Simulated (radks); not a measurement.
All-electron atom: Ca in [Ne] 3s2 3p5 4s2 4f1 (not the ground configuration).

All-electron calculation, non-relativistic Kohn-Sham, LDA (Slater exchange, Perdew-Wang correlation), spin-polarised, spherical densities, point nucleus; open shells are filled with parallel spins first. Program: a radial shooting solver on a logarithmic mesh with Libxc functionals.

Energy parts (hartree):
| part | energy |
|---|---|
| total | -674.50568 |
| kinetic | 673.45713 |
| electron-nucleus | -1590.08086 |
| Hartree | 275.76377 |
| exchange-correlation | -33.64572 |

Orbitals (lengths in bohr, moments of r in powers of bohr; r(90%) holds 90 % of the orbital's charge):
orbital,occ.,eigenvalue (hartree),<r^4>,<1/r>,r(90%)
1s up,1,-144.5207,0.0001670,19.49,0.138
1s down,1,-144.5083,0.0001670,19.49,0.138
2s up,1,-15.60317,0.04544,3.997,0.573
2s down,1,-15.59054,0.04533,3.997,0.572
2p up,3,-12.84732,0.03728,3.933,0.543
2p down,3,-12.83171,0.03718,3.934,0.542
3s up,1,-2.17970,3.551,1.233,1.70
3s down,1,-2.13276,3.619,1.229,1.71
3p up,3,-1.48722,5.254,1.121,1.87
3p down,2,-1.44281,5.436,1.115,1.89
3d up,0,-0.46336,21.30,0.8297,2.63
3d down,0,-0.42953,24.57,0.8130,2.72
4s up,1,-0.33851,223.4,0.4037,4.78
4s down,1,-0.33280,230.9,0.3994,4.82
4p up,0,-0.20626,480.3,0.3353,5.78
4p down,0,-0.20242,491.7,0.3326,5.82
4f up,1,-0.01675,121000,0.06842,23.1
4f down,0,-0.01223,156700,0.06526,24.7

The highest occupied level is 4f up at -0.456 eV. The configuration is held as typed, so some empty levels lie below it. The density falls to 0.001 e/bohr^3 at r = 4.66 bohr. The spin density at the nucleus is 0.0327 e/bohr^3 (1s -0.2076, 2s -0.0141, 3s 0.1670, 4s 0.0873), a Fermi contact field of 1.71 T. The electron density at the nucleus is 5300 e/bohr^3. Summed over all electrons, <r^2> = 331.9 bohr^2, which gives a Langevin (diamagnetic) susceptibility term of -263 x 10^-6 cm^3/mol. Virial ratio -V/T = 2.00156.
